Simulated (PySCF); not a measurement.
Start geometry of `C[O+](C)[BH2-]F` from GFN2-xTB (Å):
```
atom  x, y, z in Å
C1    -0.773   -1.073   -0.445
O2    -0.204   -0.135    0.457
C3    -0.683    1.193    0.232
B4     1.516   -0.197    0.360
F5     1.721    0.183   -0.945
H6    -1.885   -1.002   -0.347
H7    -0.499   -0.822   -1.479
H8    -0.417   -2.033   -0.193
H9    -1.752    1.227    0.367
H10   -0.202    1.824    1.006
H11   -0.385    1.550   -0.743
H12    1.745   -1.339    0.568
H13    1.825    0.608    1.152
```

Task: What comes out of this run: PBE0-D3(BJ)/def2-SVP geometry optimisation, gas phase in PySCF 2.14.0?

Result: 
```
atom  x, y, z in Å
C1    -0.784   -1.059   -0.319
O2    -0.121   -0.078    0.472
C3    -0.771    1.189    0.475
B4     1.526    0.007    0.195
F5     1.598    0.468   -1.104
H6    -1.818   -1.170    0.040
H7    -0.773   -0.766   -1.380
H8    -0.231   -1.995   -0.187
H9    -1.798    1.065    0.848
H10   -0.196    1.834    1.148
H11   -0.776    1.619   -0.538
H12    1.856   -1.159    0.343
H13    1.873    0.813    1.044
```

The energy falls by 13.5 kJ/mol over 15 energy and gradient evaluations, the largest force component goes from 0.0302 to 3.4e-04 Eh/bohr, and the atoms move by 0.078 Å rms after alignment. Among the bonds, O2–B4 and B4–H13 change most and about equally (-0.052 to +0.051 Å). Bonds longer at the end by more than 0.005 Å: 6 of 12; shorter: 4. Among the angles that change most is C1–O2–B4, from 109.9° to 113.7°. Rotational constants go from 6912, 3992, 3302 to 6937, 3894, 3193 MHz. The orientation of the end geometry is arbitrary; only internal coordinates are fixed.

The run used 110 basis functions and 88 SCF cycles in all. The run took 46 s of wall time on one thread of an Arm Neoverse V2 (shared host), and the process peaked at 0.46 GiB of memory.

PBE0-D3(BJ)/def2-SVP frequencies: not computed here. The numbers are those of one conformer.
